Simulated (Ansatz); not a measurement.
This geometry of a periodic cell of 31 atoms, Al30Cu (host Al, host structure fcc, dopant Cu, one Al atom removed) is a first-order saddle point.

Theory: DFT PBE, scalar-relativistic, plane waves, PAW (Ansatz). Settings: PAW set soft_1, cutoff 420 eV, k mesh 3x3x3, gaussian smearing 0.1 eV, no spin polarisation.

```xyz
31
Lattice="8.1000 0.0000 0.0000 0.0000 8.1000 0.0000 0.0000 0.0000 8.1000" Properties=species:S:1:pos:R:3
Al 3.965 0.104 -0.007
Al 5.973 2.113 -0.007
Al 6.071 0.007 2.008
Al 0.011 0.028 -0.007
Cu 3.156 2.922 -0.009
Al 6.050 6.066 -0.007
Al 1.988 0.019 2.023
Al 4.055 2.023 2.119
Al 6.058 4.089 2.023
Al 4.044 -0.043 4.044
Al 6.120 2.033 4.044
Al 6.071 0.007 6.079
Al 0.038 4.007 -0.007
Al 2.071 6.040 -0.007
Al 0.002 2.012 1.999
Al 2.047 4.030 2.012
Al 4.066 6.076 1.999
Al -0.023 -0.007 4.043
Al 1.978 2.013 4.043
Al 4.065 4.099 4.043
Al 6.084 6.101 4.043
Al 1.988 0.020 6.063
Al 4.055 2.023 5.967
Al 6.058 4.090 6.063
Al 0.001 6.076 2.022
Al -0.013 4.058 4.043
Al 2.019 6.090 4.043
Al 0.002 2.012 6.088
Al 2.047 4.031 6.074
Al 4.066 6.076 6.088
Al 0.001 6.076 6.065
```

Question: Which two structures does it join? (They come from a converged band through this point; their orientation in space is the band's.)

Answer: The atom that moves furthest is Cu5, by 2.99 Å; four of its nearest neighbours are Al6 2.79, Al8 2.80, Al16 2.80, Al9 2.81 Å at the first end and Al23 2.80, Al29 2.80, Al8 2.80, Al16 2.80 Å at the last.

Image 0:

```xyz
31
Lattice="8.1000 0.0000 0.0000 0.0000 8.1000 0.0000 0.0000 0.0000 8.1000" Properties=species:S:1:pos:R:3
Al 4.024 0.014 -0.013
Al 6.051 2.059 -0.015
Al 6.067 0.000 2.017
Al 0.021 0.031 -0.014
Cu 4.096 4.104 -0.007
Al 6.064 6.076 -0.015
Al 2.022 0.028 1.996
Al 4.007 2.067 1.911
Al 6.049 4.068 2.011
Al 4.057 0.007 4.037
Al 6.055 2.037 4.036
Al 6.069 -0.002 6.053
Al 0.002 4.037 -0.015
Al 2.046 6.065 -0.017
Al 0.014 2.032 1.994
Al 2.056 4.019 1.911
Al 4.055 6.058 2.011
Al -0.014 -0.002 4.033
Al 2.024 2.035 4.036
Al 4.045 4.058 4.039
Al 6.067 6.079 4.037
Al 2.021 0.025 6.075
Al 4.007 2.063 6.164
Al 6.045 4.067 6.065
Al -0.011 6.080 2.018
Al -0.003 4.068 4.036
Al 2.022 6.068 4.036
Al 0.016 2.031 6.075
Al 2.055 4.020 6.164
Al 4.056 6.056 6.064
Al -0.013 6.079 6.049
```

Image 8:

Only the atoms that move by more than 0.05 Å are listed.
```
Cu5 1.988 1.988 0.000
```

Question: How far does it lie above each of them?

Answer: 0.44 eV above the first and 0.44 eV above the second. This is the barrier of this one path; another mechanism may lie lower. Limits of this set-up: coarse k mesh, a small cell, in which the defect meets its images, a typed lattice constant that wasn't relaxed here.

Run time: 13 min on 4 threads of Arm Neoverse V2, on a shared host, peak memory 4.7 GiB.
